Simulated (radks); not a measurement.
Species: Al VI. Configuration: [He] 2s2 2p(1/2: 2, 3/2: 2).

All-electron calculation, Dirac Kohn-Sham, relativistic LDA (MacDonald-Vosko exchange, VWN5 correlation), spin-unpolarised, spherical densities, finite nucleus; Fermi nuclear charge, rms radius 3.061 fm. Program: a radial shooting solver on a logarithmic mesh with Libxc functionals.

Energy parts (hartree):
total: -229.48209
kinetic: 229.73218
electron-nucleus: -517.68574
Hartree: 72.76908
exchange-correlation: -14.29760

Orbitals (lengths in bohr, moments of r in powers of bohr; <r^-3> diverges for s and p1/2):
orbital  occ.  eigenvalue (hartree)  <r^-3>
1s1/2       2             -59.90033       -
2s1/2       2              -7.77363       -
2p1/2       2              -6.48604       -
2p3/2       2              -6.46621   42.90

The highest occupied level is 2p3/2 at -175.95 eV. The electron density at the nucleus is 1495 e/bohr^3. For comparison, the ionisation energy in NIST's Atomic Spectra Database is 190.49 eV (semi-empirical). In exact Kohn-Sham theory the highest level is minus the ionisation energy, but local and semilocal functionals leave it too shallow, through self-interaction and a potential that decays too fast; potentials with the right tail come closer. The density falls to 0.001 e/bohr^3 at r = 1.73 bohr. Summed over all electrons, <r^2> = 2.294 bohr^2, which gives a Langevin (diamagnetic) susceptibility term of -1.82 x 10^-6 cm^3/mol.

Beside tabulated values, note that spin-unpolarised runs miss the spin-polarisation part of the exchange energy of open shells.
